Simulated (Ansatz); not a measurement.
Born–Oppenheimer molecular dynamics of C2H9AlN2 (14 atoms, charge 0, multiplicity 1). It starts from a rough guess of a transition structure, not a stationary point.

Computed with Ansatz, UKS CAM-B3LYP-D4/STO-3G.

```
ensemble                      : NVE (velocity Verlet)
time step                     : 0.5 fs
steps asked                   : 150
starting velocities drawn for : 100 K
seed                          : 502796
```

First frame:

```xyz
14
Properties=species:S:1:pos:R:3
Al -0.733 0.951 0.029
N 0.315 -0.808 -0.879
C 1.539 -1.409 -0.405
N -0.156 1.649 -1.432
H 0.386 0.417 -1.433
C -1.613 0.731 1.808
H -0.161 -1.423 -1.528
H 2.048 -0.705 0.253
H 1.352 -2.329 0.164
H 2.220 -1.655 -1.230
H 0.174 2.504 -1.850
H -1.160 1.389 2.558
H -2.678 0.985 1.766
H -1.532 -0.298 2.180
```

How far do the bonds stretch over the last three quarters of this one trajectory? (Pairs bonded in most of those frames.)


| bond | mean (Å) | spread (Å) | shortest | longest |
| --- | --- | --- | --- | --- |
| Al1–N2 | 1.785 | 0.135 | 1.61 | 1.99 |
| Al1–N4 | 1.784 | 0.076 | 1.60 | 1.92 |
| Al1–C6 | 1.908 | 0.020 | 1.87 | 1.94 |
| N2–C3 | 1.513 | 0.114 | 1.33 | 1.68 |
| N2–H7 | 1.047 | 0.024 | 1.00 | 1.09 |
| C3–H8 | 1.107 | 0.023 | 1.07 | 1.14 |
| C3–H9 | 1.107 | 0.007 | 1.09 | 1.12 |
| C3–H10 | 1.109 | 0.010 | 1.09 | 1.13 |
| N4–H5 | 1.041 | 0.036 | 0.99 | 1.10 |
| N4–H11 | 1.043 | 0.033 | 0.98 | 1.10 |
| C6–H12 | 1.096 | 0.007 | 1.08 | 1.12 |
| C6–H13 | 1.096 | 0.010 | 1.08 | 1.12 |
| C6–H14 | 1.098 | 0.014 | 1.07 | 1.12 |

Mean temperature of the second half: 1236 K. The conserved energy stayed within 0.4 meV per atom of its start (net change -0.26 meV per atom), so the integration is sound. The kinetic energy rose, since the run started high on the potential surface and went downhill. A run of 0.075 ps of so small a system gives no equilibrium averages. The orbitals were unrestricted but ended closed-shell. Limits of this set-up: minimal basis.

Run time: 12 min on 1 thread of Arm Neoverse V1 (shared host), peak memory 0.16 GiB.
